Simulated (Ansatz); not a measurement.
Reaction (atomization): `N[SiH]1[SiH2][Ga]1[Cl]` → Cl• + Ga• + 5 H• + N• + 2 Si•

Gas-phase electronic energies from Ansatz, PBE0-D4/def2-TZVP geometries. CCSD(T)/CBS adds triple-zeta CCSD(T) − MP2 to the extrapolated MP2 energy (def2 sets, frozen cores). This one scheme is used for every species, atoms too. For atomizations the MP2-based limit and the directly extrapolated one differ by several kJ/mol either way, and by 10 to 25 for some Ge, Se and Sn compounds, so smaller differences from it don't rank the levels. DFT in def2-TZVPP. Open shells (•) are unrestricted, without spin–orbit coupling. Spin–orbit coupling would lower the free atoms: a little for Cl, Si; clearly for Ga. For Ga outer-core shells are correlated without core-valence functions, so the limit isn't a true one: a few kJ/mol of doubt a bond, and 10 to 20 or more in all where bonds break to atoms. Scalar relativity is left out up to krypton. Each species was taken in one conformer, which may not be the lowest.

`N[SiH]1[SiH2][Ga]1[Cl]`:

Z-matrix (Å, degrees):
```
Si
Si 1 2.310
Ga 1 2.437 2 61.7
N 1 1.704 2 131.3 3 137.3
H 1 1.493 2 110.2 3 -86.7
H 2 1.499 1 132.0 3 159.9
H 2 1.510 1 99.3 3 -77.3
Cl 3 2.153 1 162.2 2 173.6
H 4 1.006 1 122.3 2 -44.0
H 4 1.007 1 122.4 2 155.5
```

Question: What is ΔE at CCSD(T)/CBS? (An estimate is asked.)

Answer: Computed: +699.7 kcal/mol.

Question: What do these levels give: BHLYP-D4, revPBE, BLYP, LC-ωPBE, MP2/def2-TZVPP, CCSD/def2-TZVPP? (An estimate is asked.)

Answer: Computed: BHLYP-D4 676.7, revPBE 674.4, BLYP 676.4, LC-ωPBE 688.3, MP2/def2-TZVPP 683.8, CCSD/def2-TZVPP 662.9 kcal/mol.

Largest T1 diagnostic among the species: 0.015.

The D4 term adds +11.0 kcal/mol with B3LYP and +5.8 kcal/mol with PBE0; it sums over pairs of atoms, weighted by their polarisabilities, and B3LYP, whose exchange is more repulsive, gets the larger term. From r2SCAN to r2SCAN0 (25 % exact exchange), in def2-TZVPP and without D4, ΔE moves by −12.2 kcal/mol: exact exchange takes away binding that semilocal exchange gives to molecules. In def2-TZVPP, CCSD(T) changes the Hartree–Fock value by +195.6 kcal/mol (the triples alone add +13.9 kcal/mol) and MP2 by +202.6 kcal/mol; breaking electron pairs costs correlation energy, which Hartree–Fock lacks.

B3LYP here is the variant with VWN-RPA as its local correlation; programs differ in this.
